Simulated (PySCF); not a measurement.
PySCF job for C2H10N2Si2, SMILES [Si@H]1(NC[SiH2]1)NC, TDA-PBE/def2-SVPD. The structure is a stationary point at B3LYP-D3(BJ)/def2-SVP. The structure was generated by enumeration; whether it is a known compound was not checked. Other conformers were not sampled.

```python
import numpy as np
from pyscf import gto, scf, dft, tdscf

mol = gto.M(
    atom='''
    C     3.16174699   -0.20683872   -0.26335452
    N     1.76851511   -0.59979230   -0.33356732
    Si    0.41241370    0.19867587    0.37724784
    N    -0.82311829   -0.89159577    0.94765895
    C    -2.14849778   -0.51150994    0.42983412
    Si   -1.54312358    0.90941983   -0.73636146
    H     3.29491516    0.54325050    0.53191761
    H     3.53951794    0.24364808   -1.20162319
    H     3.81946276   -1.06102716   -0.01802120
    H     1.57969640   -1.33082102   -1.01362746
    H     1.05633606    1.13800122    1.35111639
    H    -0.76535704   -1.64382601    1.62971227
    H    -2.65714266   -1.33827339   -0.10067585
    H    -2.84081204   -0.14524580    1.21182711
    H    -2.17657478    2.23763641   -0.47308980
    H    -1.71737639    0.59312609   -2.18746447
    ''',
    basis='def2-SVPD',
    charge=0,
    spin=0,
    max_memory=1600,
    verbose=4,
)
mf = dft.RKS(mol, xc='pbe').density_fit(auxbasis='def2-universal-jkfit')
mf.grids.level = 3
mf.conv_tol = 1e-9
mf.max_cycle = 100
mf.kernel()
mf.grids = dft.Grids(mol).set(level=1).build(with_non0tab=True)  # coarser grid for the response kernel
td = tdscf.TDA(mf)
td.singlet = True
td.nstates = 6
td.conv_tol = 1e-4
td.positive_eig_threshold = 1e-6
td.kernel(x0=td.get_init_guess(mf, 11))
td.analyze()
tt = tdscf.TDA(mf)
tt.singlet = False
tt.nstates = 2
tt.conv_tol = 1e-4
tt.positive_eig_threshold = 1e-6
tt.kernel(x0=tt.get_init_guess(mf, 7))
tt.analyze(verbose=3)
```

Program output:

```
PySCF version 2.14.0

[INPUT] verbose = 4
[INPUT] num. atoms = 16
[INPUT] num. electrons = 64
[INPUT] charge = 0
[INPUT] spin (= nelec alpha-beta = 2S) = 0
[INPUT] symmetry False subgroup None
[INPUT] Mole.unit = angstrom
[INPUT] Symbol           X                Y                Z      unit          X                Y                Z       unit  Magmom
[INPUT]  1 C      3.161746990000  -0.206838720000  -0.263354520000 AA    5.974835886268  -0.390868532756  -0.497667916466 Bohr   0.0
[INPUT]  2 N      1.768515110000  -0.599792300000  -0.333567320000 AA    3.342009205055  -1.133443178623  -0.630350878905 Bohr   0.0
[INPUT]  3 Si     0.412413700000   0.198675870000   0.377247840000 AA    0.779348943019   0.375442981860   0.712895098684 Bohr   0.0
[INPUT]  4 N     -0.823118290000  -0.891595770000   0.947658950000 AA   -1.555468136220  -1.684871819121   1.790815874993 Bohr   0.0
[INPUT]  5 C     -2.148497780000  -0.511509940000   0.429834120000 AA   -4.060072383436  -0.966613696593   0.812268765793 Bohr   0.0
[INPUT]  6 Si    -1.543123580000   0.909419830000  -0.736361460000 AA   -2.916080942558   1.718554410949  -1.391521488085 Bohr   0.0
[INPUT]  7 H      3.294915160000   0.543250500000   0.531917610000 AA    6.226487256077   1.026594662033   1.005178603733 Bohr   0.0
[INPUT]  8 H      3.539517940000   0.243648080000  -1.201623190000 AA    6.688719519585   0.460428141976  -2.270738734026 Bohr   0.0
[INPUT]  9 H      3.819462760000  -1.061027160000  -0.018021200000 AA    7.217738559375  -2.005050743125  -0.034055132436 Bohr   0.0
[INPUT] 10 H      1.579696400000  -1.330821020000  -1.013627460000 AA    2.985193555961  -2.514887248614  -1.915478291739 Bohr   0.0
[INPUT] 11 H      1.056336060000   1.138001220000   1.351116390000 AA    1.996185848902   2.150510635221   2.553239939511 Bohr   0.0
[INPUT] 12 H     -0.765357040000  -1.643826010000   1.629712270000 AA   -1.446315193108  -3.106380955337   3.079709852143 Bohr   0.0
[INPUT] 13 H     -2.657142660000  -1.338273390000  -0.100675850000 AA   -5.021271901298  -2.528970186893  -0.190249783858 Bohr   0.0
[INPUT] 14 H     -2.840812040000  -0.145245800000   1.211827110000 AA   -5.368356726967  -0.274474782743   2.290021348223 Bohr   0.0
[INPUT] 15 H     -2.176574780000   2.237636410000  -0.473089800000 AA   -4.113130223835   4.228519981255  -0.894010154325 Bohr   0.0
[INPUT] 16 H     -1.717376390000   0.593126090000  -2.187464470000 AA   -3.245371029894   1.120845867434  -4.133708755517 Bohr   0.0

nuclear repulsion = 370.718854098778
number of shells = 92
number of NR pGTOs = 304
number of NR cGTOs = 208
basis = def2-SVPD
ecp = {}


[settings echo left out]
init E= -770.099786062928
  HOMO = -0.26525185238702  LUMO = -0.0631156628320921  gap/eV = 5.50041
cycle= 1 E= -769.78569963711  delta_E= 0.314  |g|= 0.616  |ddm|= 5.49
  HOMO = -0.0933657484955779  LUMO = 0.00156121152393052  gap/eV = 2.58309
cycle= 2 E= -769.460461698412  delta_E= 0.325  |g|= 1.28  |ddm|= 2.68
  HOMO = -0.189909346469125  LUMO = -0.0130353060999053  gap/eV = 4.81299
cycle= 3 E= -769.876903194205  delta_E= -0.416  |g|= 0.144  |ddm|= 2.05
  HOMO = -0.189940578891689  LUMO = -0.0204659406347019  gap/eV = 4.61164
cycle= 4 E= -769.88235193398  delta_E= -0.00545  |g|= 0.0623  |ddm|=  0.3
  HOMO = -0.18960897910655  LUMO = -0.0202900416541421  gap/eV = 4.60740
cycle= 5 E= -769.883183309983  delta_E= -0.000831  |g|= 0.0216  |ddm|= 0.096
  HOMO = -0.190180368576756  LUMO = -0.0195435223437346  gap/eV = 4.64327
cycle= 6 E= -769.883282704345  delta_E= -9.94e-05  |g|= 0.00921  |ddm|= 0.0397
  HOMO = -0.190003057065327  LUMO = -0.0196283959474557  gap/eV = 4.63613
cycle= 7 E= -769.883301735946  delta_E= -1.9e-05  |g|= 0.00213  |ddm|= 0.0146
  HOMO = -0.190072338313313  LUMO = -0.0196694594761522  gap/eV = 4.63690
cycle= 8 E= -769.88330295965  delta_E= -1.22e-06  |g|= 0.000537  |ddm|= 0.00366
  HOMO = -0.190056982752593  LUMO = -0.0196675781788453  gap/eV = 4.63653
cycle= 9 E= -769.88330303323  delta_E= -7.36e-08  |g|= 0.000144  |ddm|= 0.000882
  HOMO = -0.190058425044367  LUMO = -0.0196615317496742  gap/eV = 4.63674
cycle= 10 E= -769.88330303854  delta_E= -5.31e-09  |g|= 3.72e-05  |ddm|= 0.000275
  HOMO = -0.190063308415987  LUMO = -0.019665624614408  gap/eV = 4.63676
cycle= 11 E= -769.883303038837  delta_E= -2.97e-10  |g|= 2.58e-05  |ddm|= 0.000131
  HOMO = -0.190057549203852  LUMO = -0.019662501006815  gap/eV = 4.63669
Extra cycle  E= -769.88330303846  delta_E= 3.77e-10  |g|= 4.63e-05  |ddm|= 0.000116
converged SCF energy = -769.88330303846
tot grids = 58144
Overwritten attributes  positive_eig_threshold  of <class 'pyscf.tdscf.rks.TDA'>


******** <class 'pyscf.tdscf.rks.TDA'> for <class 'pyscf.df.df_jk.DFRKS'> ********
nstates = 6 singlet
deg_eia_thresh = 1.000e-03
wfnsym = None
conv_tol = 0.0001
eigh lindep = 1e-12
eigh level_shift = 0
eigh max_cycle = 100


Excitation energies (eV)
[4.75849403 4.94102214 5.03344266 5.24453295 5.32006496 5.40711028]

** Singlet excitation energies and oscillator strengths **
Excited State   1:      4.75849 eV    260.55 nm  f=0.0198
      32 -> 33        0.68473
Excited State   2:      4.94102 eV    250.93 nm  f=0.0112
      31 -> 33        0.17849
      32 -> 34       -0.65653
Excited State   3:      5.03344 eV    246.32 nm  f=0.0071
      31 -> 33        0.64363
      31 -> 34       -0.10919
      31 -> 35        0.10728
      32 -> 34        0.12552
      32 -> 35        0.20686
Excited State   4:      5.24453 eV    236.41 nm  f=0.0289
      31 -> 34       -0.49648
      31 -> 35       -0.28901
      32 -> 35       -0.37365
      32 -> 36        0.11059
Excited State   5:      5.32006 eV    233.05 nm  f=0.0348
      31 -> 33       -0.17067
      31 -> 34       -0.43213
      32 -> 34       -0.10918
      32 -> 35        0.40258
      32 -> 36       -0.28289
Excited State   6:      5.40711 eV    229.30 nm  f=0.0143
      32 -> 34        0.12167
      32 -> 35       -0.23233
      32 -> 36       -0.62965

** Transition electric dipole moments (AU) **
state          X           Y           Z        Dip. S.      Osc.
  1        -0.2822      0.1829     -0.2385      0.1700      0.0198
  2         0.1717      0.2406     -0.0710      0.0924      0.0112
  3        -0.1309     -0.1073      0.1694      0.0573      0.0071
  4         0.3742     -0.2910      0.0016      0.2247      0.0289
  5        -0.4562      0.1644     -0.1775      0.2666      0.0348
  6         0.2807     -0.1694     -0.0198      0.1079      0.0143

** Transition velocity dipole moments (imaginary part, AU) **
state          X           Y           Z        Dip. S.      Osc.
  1        -0.0317      0.0332     -0.0045      0.0021      0.0081
  2         0.0256      0.0078     -0.0292      0.0016      0.0058
  3        -0.0157     -0.0029      0.0263      0.0009      0.0034
  4         0.0504     -0.0259      0.0007      0.0032      0.0111
  5        -0.0489     -0.0261     -0.0057      0.0031      0.0106
  6         0.0200      0.0183      0.0080      0.0008      0.0027

** Transition magnetic dipole moments (imaginary part, AU) **
state          X           Y           Z
  1         0.2191     -0.1021     -0.2018
  2        -0.7292     -0.1650      0.2743
  3         0.0250     -0.1206      0.0109
  4        -0.4929      0.1953      0.2563
  5         0.0171     -0.3485     -0.1350
  6         0.0339      0.1239      0.2760


******** <class 'pyscf.tdscf.rks.TDA'> for <class 'pyscf.df.df_jk.DFRKS'> ********
nstates = 2 triplet
deg_eia_thresh = 1.000e-03
wfnsym = None
conv_tol = 0.0001
eigh lindep = 1e-12
eigh level_shift = 0
eigh max_cycle = 100


Excitation energies (eV)
[4.44634676 4.59910104]

** Triplet excitation energies and oscillator strengths **
Excited State   1:      4.44635 eV    278.85 nm  f=0.0000
Excited State   2:      4.59910 eV    269.58 nm  f=0.0000
```

The run converged.
